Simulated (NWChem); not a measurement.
System: CH₇FN₂Si; SMILES C[Si](N)(N)F

```xyz
12

C     -0.0208    -1.7762    -0.4467
Si     0.0010     0.0335    -0.0232
N     -1.4927     0.4266     0.7422
N      1.5037     0.3912     0.7419
F      0.0124     0.9926    -1.3420
H     -0.9183    -2.0272    -1.0313
H     -0.0266    -2.4029     0.4602
H      0.8686    -2.0481    -1.0343
H     -1.7449     1.3906     0.9288
H     -1.8894    -0.1936     1.4379
H      1.7792     1.3490     0.9270
H      1.8849    -0.2372     1.4388
```
Atoms are numbered in this order, from 1.

Results from NWChem. Pople sets run with spherical d functions. Coordinates come from a PBE0/def2-SVP optimisation. No frequency run checked for a minimum. GIAO values for the isolated, static molecule; σ is the absolute isotropic shielding, δ = σ(reference) − σ with the isolated reference molecule computed at the same levels (13C: tetramethylsilane, 19F: trichlorofluoromethane, 1H: tetramethylsilane, 15N: ammonia, 29Si: tetramethylsilane).

```json
[
 {"level": "B3LYP/6-31G*", "δ C1 (ppm)": "-3.3", "δ Si2 (ppm)": "-12.3", "δ N3 (ppm)": "23.1", "δ F5 (ppm)": "-154.9", "δ H6 (rotor mean) (ppm)": "-0.04", "δ H9 (ppm)": "0.08", "δ H10 (ppm)": "-0.14"},
 {"level": "PBE0/pcSseg-1", "δ C1 (ppm)": "-4.4", "δ Si2 (ppm)": "-12.8", "δ N3 (ppm)": "32.8", "δ F5 (ppm)": "-168.7", "δ H6 (rotor mean) (ppm)": "0.06", "δ H9 (ppm)": "0.60", "δ H10 (ppm)": "0.33"},
 {"level": "KT2/pcSseg-1", "δ C1 (ppm)": "-5.1", "δ Si2 (ppm)": "…", "δ N3 (ppm)": "…", "δ F5 (ppm)": "…", "δ H6 (rotor mean) (ppm)": "0.03", "δ H9 (ppm)": "0.55", "δ H10 (ppm)": "0.29"},
 {"level": "LDA (Slater exchange, VWN5)/pcSseg-1", "δ C1 (ppm)": "-5.4", "δ Si2 (ppm)": "-7.7", "δ N3 (ppm)": "44.2", "δ F5 (ppm)": "-186.2", "δ H6 (rotor mean) (ppm)": "0.03", "δ H9 (ppm)": "0.59", "δ H10 (ppm)": "0.35"}
]
```

Question: Fill in the missing entries.

Answer: 
- KT2/pcSseg-1, δ Si2 (ppm): -11.8
- KT2/pcSseg-1, δ N3 (ppm): 34.8
- KT2/pcSseg-1, δ F5 (ppm): -194.5
